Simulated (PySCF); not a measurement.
Gas-phase equilibrium of 1 mol GeF4, 3 mol H2 at 1400 K and 10.0 bar, among 16 species (GeH4, Ge2H6, F2, GeF2, GeF3, F, H, GeH3F, GeHF3, HF, H2, Ge3H8, GeH3, GeH2F2, GeH2, GeF4). Only gases are allowed; each row takes one source of thermochemistry for all species, and Cantera finds the minimum.

Method: PySCF energies plus ideal-gas RRHO corrections (1 bar). † marks an energy on the PBE0/def2-TZVP geometry and frequencies. MP2 freezes the core. Open shells (unrestricted) among the columns below: H (multiplicity 2); the rest are closed-shell singlets. B3LYP is the form with VWN-RPA correlation. Ge: all electrons, no relativistic terms. GeHF3, GeH2F2: computed as isolated molecules; such fragments, hydroxides, amides, oligomers or adducts are transient or little studied in the gas. MP2 isn't extrapolated to the basis-set limit. The harmonic model lacks anharmonicity and excited electronic states, which grow with temperature; levels with a mode under 35 cm⁻¹ are left out.

Molecules larger than those listed are left out, and so are free Ge atoms, whose spin-orbit terms are large. Also missing: (HF)n, which can matter at low temperature or high pressure. Table species left out: H2F2, H3F3, H4F4.

Mole fractions:

| thermochemistry | x H2 | x HF | x GeF2 | x GeF4 | x GeHF3 | x H | x GeH2F2 |
|---|---|---|---|---|---|---|---|
| B3LYP/def2-TZVP† | 0.40 | 0.40 | 0.20 | 1.5e-5 | 1.7e-5 | 9.3e-7 | 7.4e-7 |
| HF/def2-TZVP† | 0.40 | 0.40 | 0.20 | 0.0012 | 0.00096 | 0.00011 | 4.2e-5 |
| M06-2X/def2-TZVP† | 0.41 | 0.39 | 0.20 | 0.0047 | 0.0010 | 1.3e-6 | 8.8e-6 |
| MP2/def2-TZVPP† | 0.40 | 0.40 | 0.20 | 0.00061 | 0.00055 | 3.0e-6 | 2.3e-5 |
| PBE0/def2-SVP† | 0.40 | 0.40 | 0.20 | 0.00027 | 0.00042 | 3.7e-6 | 2.4e-5 |
| ωB97X-V/def2-TZVP† | 0.40 | 0.40 | 0.20 | 0.00048 | 0.00035 | 1.5e-6 | 1.0e-5 |
The most sensitive of these is GeF4: it spans a factor of 10^2.5 over these rows; at this temperature one factor of ten is RT ln 10 = 27 kJ/mol.
